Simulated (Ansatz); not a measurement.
Program: Ansatz. Geometries: PBE0-D4/def2-TZVP. ΔE: electronic, gas phase. CCSD(T)/CBS is the MP2 limit (def2-TZVPP, def2-QZVPP) plus CCSD(T) − MP2 in def2-TZVPP, frozen cores. Functionals use def2-TZVPP. B3LYP here is the variant with VWN-RPA as its local correlation; programs differ in this. For Ga outer-core shells are correlated without core-valence functions, which leaves a few kJ/mol of doubt a bond. Scalar relativity is left out up to krypton. One conformer a species, not always the lowest.

`C[N](C)[Ga]([OH])[Cl]` → `[OH][GaH][Cl]` + `C=NC`  (β-hydride elimination)

CCSD(T)/CBS gives +1.57 eV.

Task: Another level gave +1.48 eV. Which?
A. B3LYP/def2-TZVPP
B. ωB97M-V/def2-TZVPP
C. r2SCAN-D4/def2-TZVPP
D. B3LYP-D4/def2-TZVPP

Result: B. ωB97M-V 1.48, r2SCAN-D4 1.53, B3LYP 1.22, B3LYP-D4 1.43 eV.

Largest T1 diagnostic among the species: 0.013.

From PBE to PBE0 (25 % exact exchange), in def2-TZVPP and without D4, ΔE moves by +0.15 eV. In def2-TZVPP, CCSD(T) changes the Hartree–Fock value by +0.34 eV (the triples alone add +0.01 eV) and MP2 by +0.49 eV.
